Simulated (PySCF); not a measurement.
SMILES [SiH3][SiH2]S (H6SSi2) at its CAM-B3LYP/def2-SVP optimised geometry (Å):

```
9

Si     1.2733    -0.5045     0.0000
Si    -1.0706    -0.5045     0.0000
S     -1.8133     1.5224     0.0000
H      1.7763     0.1576    -1.2347
H      1.8133    -1.8923     0.0665
H      1.7618     0.2556     1.1857
H     -1.5967    -1.2830     1.1570
H     -1.6071    -1.0996    -1.2528
H     -1.1636     1.8923     1.1237
```

Computed with CAM-B3LYP/def2-TZVP (PySCF 2.14.0). Cells within 0.4 Å of a nucleus heavier than hydrogen are left out (blank, or x).

Map of the deformation density (molecule minus spherical neutral atoms) (e/bohr³) on the plane z = 0.0 Å:

```
|1111111111111111111111111|
|1111111111111111111111111|
|1111111111111111111111111|
|1111111111111111111111111|
|1111111111111111111111111|
|1111111111111111111111111|
|1112232122111111111111111|
|111235xx21111111111111111|
|111234xx11111111111111111|
|1112233332211111111111111|
|1111223553211100011111111|
|1111123442112100011111111|
|1111111121124310011011111|
|11111000xx14653xx10011111|
|11111000xx14653xx10011111|
|1111111110024321232111111|
|1111111100012212575211111|
|1111111110011112597211111|
|1111111111111112364111111|
|1111111111111111111111111|
|1111111111111111111111111|
|1111111111111111111111111|
|1111111111111111111111111|
|1111111111111111111111111|
|1111111111111111111111111|
```
Scale: ten equal steps from -0.016 (start of '0') to 0.075 (end of '9'), in the order '0123456789'; x runs from -4.00 to 4.00, y from -4.00 (bottom) to 4.00 (top).
